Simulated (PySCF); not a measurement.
# Reading the logs of faulty runs: Al2ClHO

Calculated results; nothing here was measured. They come from PySCF 2.14.0, an open-source quantum chemistry program, on an isolated molecule that a program drew, which may never have been made. The molecule is Al2ClHO (charge 0, singlet), drawn as the SMILES string `[O]=[Al][AlH][Cl]`.

Each row is a Hartree-Fock (HF) and frozen-core CCSD(T) single point in the cc-pV(D+d)Z basis, meant for a local HF minimum. Run 1 is clean. Each other run has one planted mistake out of seven kinds, and not every kind appears here: one electron removed, one electron added, multiplicity raised by two, geometry at a saddle point, minimal basis STO-3G, one bond length entered in bohr, all coordinates scaled. The reference is restricted for singlets and unrestricted otherwise, and also for a bond in bohr. Adding or removing an electron swaps singlet and doublet. Electrons count all cores. HOMO and LUMO are orbital energies over both spins, the gradient is its largest component, and the lowest frequency (negative if imaginary) is given only where the gradient is small. Bond lengths are over the 4 bonds as drawn. T1 is the CCSD diagnostic: over 0.02 (restricted) or 0.045 (unrestricted) a single reference is doubtful.

Geometry of the clean run:
```xyz
5
Al2ClHO, angstrom
O    -0.2412   -2.9926   -2.8096
Al   -1.0604   -1.7562   -2.2821
Al   -2.4210    0.2931   -1.4745
Cl   -2.5263    0.5720    0.6102
H    -3.1476    1.3056   -2.4198
```

```
run  electrons  basis functions  <S^2>  HOMO (eV)  LUMO (eV)  gradient (hartree/bohr)  lowest frequency (cm^-1)  mean bond (Å)  longest bond (Å)      T1  HF (hartree)  CCSD(T) (hartree)                          mistake
  1         52               88  0.000     -10.61      -0.58                  1.6e-05                        85         1.9583             2.589  0.0292   -1018.84311        -1019.33401                         no fault
  2         52               88  1.706      -7.64       0.25                  1.0e-02                         -         2.3085             2.975  0.0643   -1018.71445        -1019.13654  one bond length entered in bohr
  3         53               88  0.766      -1.52       5.38                  2.9e-02                         -         1.9583             2.589  0.0252   -1018.88098        -1019.37623                                ?
  4         52               88  2.026      -6.41      -0.47                  1.2e-01                         -         1.9583             2.589  0.0180   -1018.79146        -1019.21882                                ?
```

**Which mistake was planted in run 3, and what did it cost?**

It counts 53 electrons, one more than the clean run, at the same geometry and basis. So the mistake is: one electron added. Subtracting run 1 and multiplying by 627.51 kcal/mol a hartree, the energy moved by -23.8 kcal/mol in HF and -26.5 kcal/mol in CCSD(T).

**Which mistake was planted in run 4, and what did it cost?**

Electrons, basis and geometry are unchanged, and <S^2> is 2.026, beside S(S+1) = 2.00 for a multiplicity of 3. So the mistake is: multiplicity raised by two. Subtracting run 1 and multiplying by 627.51 kcal/mol a hartree, the energy moved by 32.4 kcal/mol in HF and 72.3 kcal/mol in CCSD(T).

Cautions from the logs. Run 1: T1 is over the limit, so its CCSD(T) energy is less reliable; run 2: T1 is over the limit, so its CCSD(T) energy is less reliable.
